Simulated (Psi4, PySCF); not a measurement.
The Psi4 input:
```
memory 2 GB

molecule mol {
0 2
  C     1.193090   -0.369288   -0.015504
  C    -0.009327    0.480457   -0.155508
  O    -1.205830   -0.086200    0.224876
  H    -1.930074    0.518022    0.038963
  H    -0.038985    1.281061   -0.877839
  H     2.076997    0.248793    0.134788
  H     1.065347   -1.035117    0.834592
  H     1.370775   -0.990167   -0.903437
}

set basis sto-3g
set reference uhf
set freeze_core true
set mp2_type conv
set scf_type pk
set puream true
set d_convergence 1e-8

energy('ccsd(t)')
print_variables()
```

Convert this to an input for PySCF.

One answer among several that fit: 
```python
from pyscf import gto, scf, cc

mol = gto.Mole()
mol.atom = '''
    C     1.19309028   -0.36928823   -0.01550432
    C    -0.00932706    0.48045677   -0.15550838
    O    -1.20582994   -0.08620026    0.22487613
    H    -1.93007401    0.51802160    0.03896304
    H    -0.03898534    1.28106100   -0.87783908
    H     2.07699739    0.24879310    0.13478836
    H     1.06534748   -1.03511733    0.83459159
    H     1.37077470   -0.99016743   -0.90343665
'''
mol.basis = 'sto-3g'
mol.spin = 1
mol.verbose = 3
mol.build()

mf = scf.UHF(mol)
mf.kernel()

mycc = cc.CCSD(mf, frozen=3)
mycc.kernel()
et = mycc.ccsd_t()
print('E(CCSD(T)) = %.10f' % (mycc.e_tot + et))
```

Both were run: Psi4 gave -151.668975 Eh and PySCF -151.668975 Eh, 0.000 mEh apart.
